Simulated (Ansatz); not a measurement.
Ansatz results at the PBE0-D4/def2-TZVP geometry: HOMO–LUMO gap (PBE0/def2-TZVPP) 6.96 eV; LUMO energy (ωB97M-V/def2-TZVPP) 0.68 eV; HOMO energy (B3LYP/def2-TZVPP) -7.94 eV.

Q: Which molecule gave them?
A. `B[CH](F)[GeH3]`
B. `B[CH2][GeH2][F]`
C. `C/C=C(\N)Cl`
D. `[CH3][Sb]([CH3])[SH]`

A: A. The others give `B[CH2][GeH2][F]`: 7.35, 0.12, -8.89; `C/C=C(\N)Cl`: 6.86, 2.32, -5.90; `[CH3][Sb]([CH3])[SH]`: 6.15, 0.99, -6.70.

B3LYP here is the variant with VWN-RPA as its local correlation; programs differ in this.
